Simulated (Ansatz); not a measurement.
Reactions of CH₄FGeNS, SMILES `[F][Ge]1([SH])[CH2][NH]1`.

Program: Ansatz. Geometries: PBE0-D4/def2-TZVP. ΔE: electronic, gas phase. CCSD(T)/CBS is the MP2 limit (def2-TZVPP, def2-QZVPP) plus CCSD(T) − MP2 in def2-TZVPP, frozen cores. This one scheme is used for every species, atoms too. For atomizations the MP2-based limit and the directly extrapolated one differ by several kJ/mol either way, and by 10 to 25 for some Ge, Se and Sn compounds, so smaller differences from it don't rank the levels. Functionals use def2-TZVPP. No spin–orbit coupling; open shells (•) take unrestricted orbitals. Spin–orbit coupling would lower the free atoms: a little for C, F, S; clearly for Ge. Bonds to Ge are less sure, by a few kJ/mol each and by 10 to 20 or more in all where they break to atoms, as the def2 sets lack core-valence functions. Scalar relativity is left out up to krypton. One conformer a species, not always the lowest.

```
                                                      reaction  HF/CBS(def2) (kJ/mol)  ωB97X-V (kJ/mol)
             `[F][Ge]1([SH])[CH2][NH]1` → `[F][GeH]1[NH]C[S]1`                   -123              -110
   `[F][Ge]1([SH])[CH2][NH]1` → C• + F• + Ge• + 4 H• + N• + S•                   1982              3052
`[F][Ge]1([SH])[CH2][NH]1` + H₂ → `[SH][GeH]1[CH2][NH]1` + H–F                     27                31
 `[F][Ge]1([SH])[CH2][NH]1` + H₂ → `[F][GeH]1[CH2][NH]1` + H₂S                      1                20
```

Problem. Give the CCSD(T)/CBS values in the same order. (An estimate is asked.)

Solution. The calculation gave: -101, 3039, 21, 24 kJ/mol.

Largest T1 diagnostic: 0.012, for `[F][Ge]1([SH])[CH2][NH]1`.
